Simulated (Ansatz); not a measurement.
`C#[C][AlH][NH2]` + H₂O → `C#CO` + `[NH2][AlH2]` at 700 K and 1 bar (formal hydrolysis of a C–Al bond).

Calculated with Ansatz (gas phase, PBE0-D4/def2-TZVP geometries, no zero-point term in ΔE). CBS: MP2 limit from def2 TZ/QZ plus the TZ coupled-cluster correction, frozen cores. This one scheme is used for every species. Each species was taken in one conformer, which may not be the lowest.

```tsv
species	CCSD(T)/CBS energy (Eh)	H − E (kJ/mol)	S (J/(mol·K))
`C#[C][AlH][NH2]`	-375.21570	200.4	411.2
H₂O	-76.37941	80.5	218.4
`C#CO`	-152.38380	123.4	303.4
`[NH2][AlH2]`	-299.14566	147.5	319.0
```

H − E and S are ideal-gas, rigid-rotor, harmonic terms from PBE0-D4/def2-TZVP, for one conformer and one mirror image of each species. 1 Eh = 2625.50 kJ/mol, R = 8.31446 J/(mol·K).

By hand: ΔE, ΔH, ΔS and ΔG.

ΔE = (-152.38380) + (-299.14566) − (-375.21570) − (-76.37941) = 0.06565 Eh = 172.4 kJ/mol. Δ(H − E) = 123.4 + 147.5 − 200.4 − 80.5 = -10.0, so ΔH = 162.4 kJ/mol. ΔS = 303.4 + 319.0 − 411.2 − 218.4 = -7.2 J/(mol·K). ΔG = 162.4 − 700 × (-7.2)/1000 = 167.4 kJ/mol.

By hand: the equilibrium constant, and the temperature at which ΔG would vanish if ΔH and ΔS stayed fixed.

log₁₀ K = −ΔG/(RT ln 10) = -12.5. ΔH and −TΔS have one sign here, so there is no such temperature.

The number of gas molecules stays the same, so ΔS is small and ΔH decides. A doubt of 5 kJ/mol in ΔE shifts log₁₀ K by 0.4 here. Other conformers and mirror images would add mixing entropy, several J/(mol·K) or more a flexible species. These are equilibria of isolated gas molecules and say nothing of rates. Largest T1 diagnostic: 0.013 (customary marks: 0.02 for closed shells, 0.045 for open ones).

ΔS is within the doubt of such terms, so its sign, and with it that verdict, could turn.
